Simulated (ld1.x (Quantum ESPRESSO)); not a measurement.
# Debugging a pseudopotential input (O, ld1.x (Quantum ESPRESSO) 7.5)

Command:

```bash
ld1.x < O.in > O.out
```

Input:

```
&input
   title='O', zed=8., rel=0, dft='WC', iswitch=3,
   config='[He] 2s2 2p4',
   nld=2, rlderiv=1.10, eminld=-4.0, emaxld=5.0, deld=0.02
 /
 &inputp
   pseudotype=2, tm=.true., lloc=1,
   nlcc=.true.,
   file_pseudopw='O.UPF', file_wfcaegen='ae.wfc', file_wfcncgen='nc.wfc', file_beta='beta', file_chi='chi'
 /
2
2S  1  0   2.00   0.00  0.80  0.80  0.0
2P  2  1   4.00   0.00  1.00  1.00  0.0
 &test
   configts(1)='2s2 2p4'
 /
```

This is an input that runs to its end, with one change: rel changed from 1 to 0.

Q: How does the run end?

A: The program runs through. The occupied levels of the test differ from the all-electron ones by at most 0.00000 Ry (unchanged input: 0.00004 Ry).

```

     Etot =    -149.637098 Ry,     -74.818549 Ha,   -2035.916433 eV
     Etotps =   -33.586655 Ry,     -16.793327 Ha,    -456.969720 eV

     Ekin =      22.655014 Ry,      11.327507 Ha,     308.237171 eV
     Encl =     -78.249859 Ry,     -39.124930 Ha,   -1064.643575 eV
     Ehrt =      27.300937 Ry,      13.650468 Ha,     371.448167 eV
     Ecxc =      -8.735103 Ry,      -4.367552 Ha,    -118.847137 eV
     (Ecc =      -1.980021 Ry,      -0.990011 Ha,     -26.939560 eV)
     Epseu=       3.442357 Ry,       1.721179 Ha,      46.835654 eV

     ---------------------- End of pseudopotential test ----------------------
```
